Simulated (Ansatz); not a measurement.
System: dimethyl(prop-2-enyl)borane, C₅H₁₁B (charge 0, singlet). SMILES: C(B(C)C)C=C
Structure (B3LYP-D3(BJ)/def2-TZVP (Ansatz, a first-principles code) minimum search):
```
B
C 1 1.5682
H 2 1.0913 1 115.16
H 2 1.0943 3 108.81 1 125.74
H 2 1.0984 3 107.58 4 113.52
C 1 1.5687 2 120.87 3 -11.37
H 6 1.0913 1 115.37 2 174.86
H 6 1.0945 7 108.79 1 126.23
H 6 1.0983 7 107.52 8 113.22
C 1 1.5843 2 118.85 3 168.16
H 10 1.0920 1 112.75 2 15.94
H 10 1.0951 11 108.70 1 -123.49
C 10 1.5040 11 110.00 12 -119.71
C 13 1.3294 10 125.31 11 -19.97
H 14 1.0823 13 121.50 10 -177.77
H 14 1.0842 15 116.93 13 179.27
H 13 1.0864 14 118.65 15 -1.11
```
Charge 0, spin multiplicity 1.

Computed values are from Ansatz. Correlated levels leave the core frozen unless marked. UHF or UKS for open shells. No spin-orbit coupling. Non-relativistic. Basis-set limits of correlation are two-point, X^-3; Hartree-Fock from the larger set.

Problem. What is the dipole moment at CCSD(T)/aug-cc-pVDZ?

Solution. 0.41 D.

Problem. What is the atomisation energy De at CCSD(T)/CBS(cc-pVTZ,cc-pVQZ)?

Solution. 6857.8 kJ/mol.

Problem. What is the T1 diagnostic at CCSD/cc-pVQZ?

Solution. 0.011.

Problem. What is the total energy at CCSD(T)/CBS(cc-pVTZ,cc-pVQZ)?

Solution. -221.6610 Eh.
